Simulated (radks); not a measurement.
Valence configurations of Ni (all share [Ar]). Method: scalar-relativistic Kohn-Sham, r2SCAN, spin-polarised, spherical densities, finite nucleus; open shells are filled with parallel spins first; meta-GGA in the generalised Kohn-Sham scheme; Fermi nuclear charge, rms radius 3.7757 fm; computed with a radial shooting solver on a logarithmic mesh with Libxc functionals. Energies are relative to 3d8 4s2; eigenvalues in eV for spin up.

| valence | E (eV) | moment (Bohr magnetons) | e(3d) | e(4p) | e(4s) |
|---|---|---|---|---|---|
| 3d8 4s2 | 0.000 | 2 | -10.273 | - | -6.035 |
| 3d8 4s1 4p1 | 3.407 | 4 | -11.827 | -2.621 | -7.891 |
| 3d6 4s2 4p2 | 21.714 | 6 | -26.802 | -4.639 | -11.482 |
| 3d10 | 0.409 | 0 | -1.793 | - | - |
| 3d9 4s1 | -1.115 | 2 | -5.179 | - | -5.222 |
| 3d7 4s2 4p1 | 8.590 | 4 | -18.251 | -3.044 | -8.906 |
| 3d7 4s1 4p2 | 11.741 | 6 | -19.358 | -4.066 | -10.295 |
| 3d8 4p2 | 8.642 | 4 | -13.524 | -3.350 | - |
| 3d5 4s2 4p3 | 39.756 | 8 | -35.953 | -6.130 | -13.882 |
| 3d8 4s0.5 4p1.5 | 6.031 | 4 | -12.690 | -3.014 | -8.246 |

NIST lists [Ar] 3d8 4s2 as the ground configuration; this level of theory puts 3d9 4s1 lower, by 1.115 eV. The energies are those of spherical high-spin densities, not of single terms.
